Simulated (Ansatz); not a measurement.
Job for Ansatz (a quantum-chemistry and plane-wave program): R-MP2/cc-pVTZ on C2H3B (SMILES BC#C), atoms moved off the minimum.

Ansatz 0.2 input:
```yaml
crystal:
  periodic: [false, false, false]
  atoms:
    - {symbol: B, position_ang: [-1.12589256, -0.07548986, -0.64948374]}
    - {symbol: C, position_ang: [0.13245545, 0.02749011, 0.03946434]}
    - {symbol: C, position_ang: [1.11120755, 0.11195278, 0.73087193]}
    - {symbol: H, position_ang: [2.06545125, 0.22296461, 1.27411089]}
    - {symbol: H, position_ang: [-1.90069535, 0.94982203, -0.61794796]}
    - {symbol: H, position_ang: [-1.48639071, -0.92665125, -1.40791382]}
basis:
  gaussian:
    orbitals: cc-pVTZ
magnetization: {spin_polarized: false}
correlation: {method: mp2, electrons: outside_noble_gas}
scf: {lower_state_search: off}
output: {forces: true}
```

The head of its log:

```
WARN ansatz: RAYON_NUM_THREADS=1 ignored (pool sized by the plan → 1); use --threads N
Functional definition: HF
these checks for a lower state are left out or cut short: starts, cluster_reference, orbital_swaps, neighbouring_geometries, increment
integrals: 0.10 GiB planned
756 factors; integrals over basis functions are off by at most 7.9e-4 eV
mean field: 0.22 GiB planned
mean field evaluation 1: about -2776.7538 eV, gradient 2.5e1 eV
mean field evaluation 2: about -2776.7572 eV, gradient 2.5e1 eV
mean field evaluation 4: about -2778.6023 eV, gradient 3.6e0 eV
mean field evaluation 8: about -2778.6426 eV, gradient 6.0e-4 eV
mean field -2778.64258729 eV, -102.1132316513 hartree, gradient 3.3e-6 eV, S^2 0.000000; 0 other end points of the search recorded, 0 dependent functions left out
3 core orbitals not correlated
reference -2778.64258729 eV, -102.1132316513 hartree; 7, 7 occupied and 122, 122 virtual orbitals, 756 factors
densities: 0.24 GiB planned
```

Problem. What total energy does the run end on?

Solution. -102.5133 hartree.
